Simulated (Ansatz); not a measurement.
`CC(C)[O][Sn][Cl]` + `[NH2][Hf]([OH])([OH])[OH]` → `CC(C)[NH][Hf]([OH])([OH])[OH]` + `[OH][Sn][Cl]`  (substitution at a C–O bond)

Program: Ansatz. Geometries: PBE0-D4/def2-TZVP. ΔE: electronic, gas phase. CCSD(T)/CBS is the MP2 limit (def2-TZVPP, def2-QZVPP) plus CCSD(T) − MP2 in def2-TZVPP, frozen cores. DFT in def2-TZVPP. Elements past krypton have def2 core potentials. For Hf, Sn outer-core shells are correlated without core-valence functions, which leaves a few kJ/mol of doubt a bond. One conformer a species, not always the lowest.

| level | ΔE (kcal/mol) |
| --- | --- |
| ωB97X-V | 0.4 |
| SCS-MP2/def2-TZVPP | -0.8 |

**Question.** What does CCSD(T)/CBS give? (Estimate.)

**Answer.** Ansatz gave: -0.2 kcal/mol. The listed levels differ from it by 0.6, -0.6 kcal/mol.

Largest T1 diagnostic among the species: 0.017.

In def2-TZVPP, CCSD(T) changes the Hartree–Fock value by −2.7 kcal/mol (the triples alone add −0.2 kcal/mol) and MP2 by −3.3 kcal/mol.

CCSD(T)/CBS has its own doubt, a few kJ/mol and more with outer-core shells, so smaller differences from it don't rank the levels.
